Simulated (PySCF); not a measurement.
Species: C3H12Ge2Si.
Z-matrix (Å and degrees, PBE0-D3(BJ)/def2-SVP geometry), rows numbered from 1:
```
C 
C   1  1.3382
C   2  1.4996  1  122.78
Ge  2  1.9605  1  120.58  3  -178.61
Si  4  2.3850  2  109.17  1   108.45
Ge  4  2.4214  2  111.32  1   -14.19
H   1  1.0973  2  121.14  3    -0.10
H   1  1.0945  2  122.70  3   179.87
H   3  1.1014  2  111.65  1     0.33
H   3  1.1027  2  111.14  1   121.22
H   3  1.1032  2  111.27  1  -120.49
H   4  1.5476  2  108.40  1  -134.17
H   5  1.4955  4  109.75  2   -65.16
H   5  1.4958  4  110.69  2   174.87
H   5  1.4968  4  110.65  2    54.53
H   6  1.5402  4  110.14  2  -178.35
H   6  1.5412  4  110.42  2    62.21
H   6  1.5405  4  110.89  2   -57.90
```

Method: delta-SCF UKS SCAN, pcX-2 on the ionised atom, pcseg-1 elsewhere, spin-free X2C (PySCF 2.14.0). The ground state was rerun for each ionised atom, in the same mixed basis as its hole state.

```tsv
ionised atom	basis functions	E(ground) (Eh)	binding energy (eV)
C1	205	-4599.74495	289.844
C2	205	-4599.74667	290.107
C3	205	-4599.74296	290.711
Si5	216	-4599.79380	1846.008
```

Task: Fill in the total energy of each core-ionised state.

Result: With binding energy = E(ionised) − E(ground) and 27.2114 eV a hartree:

```csv
atom,binding energy (Eh),E(ionised) (Eh)
C1,10.6516,-4589.0934
C2,10.6612,-4589.0854
C3,10.6834,-4589.0595
Si5,67.8395,-4531.9543
```

Task: How much do the ground-state energies differ, and what would follow from using one of them for all holes?

Result: They run from -4599.7938 Eh (core basis on Si5) to -4599.7430 Eh (on C3), 0.0508 Eh or 1.38 eV apart, though the state is the same; only basis and grid differ. Pairing the ion of C3 with the ground state of Si5 would put its binding energy 1.38 eV too high.

The listed C 1s values span 0.87 eV, from C1 (bonded to C (double bond) and 2 H) to C3 (bonded to C and 3 H).

Only 1s holes are shown. The unrestricted hole states depart most from a pure doublet (⟨S²⟩ = 0.75; over 0.85 named) for C 1s of C2 (0.86), which makes this value less certain. Isolated species at its PBE0-D3(BJ)/def2-SVP geometry (one conformer only).
